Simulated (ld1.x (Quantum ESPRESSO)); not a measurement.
# What one change does to a pseudopotential (W (Z = 74), PAW)

ld1.x (Quantum ESPRESSO) 7.5 input, shortened:

```
&input
   title='W', zed=74., rel=1, dft='PZ', iswitch=3,
   config='[Xe] 4f14 5d4 6s1 6p1'
 /
 &inputp
   pseudotype=3, lpaw=.true., tm=.true., lloc=-2, rcloc=2.05,
   nlcc=.true., new_core_ps=.true., rcore=1.15,
   which_augfun='PSQ', rmatch_augfun_nc=.true.
 /
6
6S  1  0   1.00   0.00  2.15  3.00  0.0
6S  1  0   0.00  -0.10  2.15  3.00  0.0
5P  2  1   6.00   0.00  2.05  2.20  0.0
6P  3  1   1.00   0.00  2.05  2.20  0.0
5D  3  2   4.00   0.00  2.55  2.80  0.0
5D  3  2   0.00   3.90  2.55  2.80  0.0
 &test
   configts(1)='5p6 5d4 6s1 6p1'
 /
```

All-electron outer shells of the reference configuration (LDA (PZ), scalar-relativistic, ld1.x):

```tsv
shell	level (eV)	outermost node (bohr)	outermost maximum (bohr)
5s	-80.90	0.53	0.96
5p	-44.99	0.57	1.09
4f	-35.07	–	0.43
6s	-6.98	1.28	2.61
5d	-6.10	0.63	1.49
6p	-2.26	1.53	3.61
```

Change: functional PBEsol.

Cutoffs: the cutoffs (Ry, on a coarse ladder) from which the occupation-weighted sum of valence levels, in a spherical-Bessel basis at the reference potential, stays within 10 and 1 mRy of its value at 400 Ry; they do not see the model core or the augmentation charge, which bear on the density cutoff. Errors are all-electron minus pseudo energies relative to the spin-unpolarised reference configuration.

Q: Predict the effect on cutoff, ghosts and configuration errors.

A: The potential gets neither clearly harder nor softer (25 Ry and 35 Ry → 25 Ry and 35 Ry); the number of tests with a reliable result goes from 9 to 7; of the 7 tests that both files solve, the error grows in 3 and shrinks in 2 by more than 15 % and 0.3 meV (median size 2.1 → 2.0 meV); the range in which the d phases agree widens (upper end 1.3 → at the end of the scan); neither file shows a bound ghost.

```csv
quantity,base,changed
"cutoff, loose",25 Ry,25 Ry
"cutoff, tight",35 Ry,35 Ry
bound ghosts,none,none
"error for 5p6 5d4 6s2 6p0, meV [ΔE -4.57 → -4.55 eV]",+2.4,+2.0
"error for 5p6 5d4 6s1 6p0, meV [ΔE 4.56 → 4.38 eV]",-0.4,-0.5
"error for 5p6 5d4 6s0 6p0, meV [ΔE 20.59 → 20.07 eV]",-5.8,-6.3
"error for 5p6 5d5 6s1 6p0, meV [ΔE -3.03 → -3.00 eV]",0.0,-1.1
"error for 5p6 5d4.5 6s1.5 6p0, meV [ΔE -3.88 → -3.85 eV]",+1.8,+1.0
"error for 5p6 5d4 6s0 6p1, meV [ΔE 10.12 → 9.89 eV]",-2.1,-2.8
"error for 5p6 5d5 6s0 6p0, meV [ΔE 5.41 → 5.18 eV]",-9.3,-11
s: phases at 3.25 bohr within 0.05 rad from the reference energy up to (Ry; the scan ends near 5),1.7,1.7
p: phases at 3.25 bohr within 0.05 rad from the reference energy up to (Ry; the scan ends near 5),3.6,3.6
d: phases at 3.25 bohr within 0.05 rad from the reference energy up to (Ry; the scan ends near 5),1.3,to the end of the scan
lowest overlap eigenvalue by channel,"s 0.34, p 0.08, d 0.77","s 0.34, p 0.08, d 0.78"
```
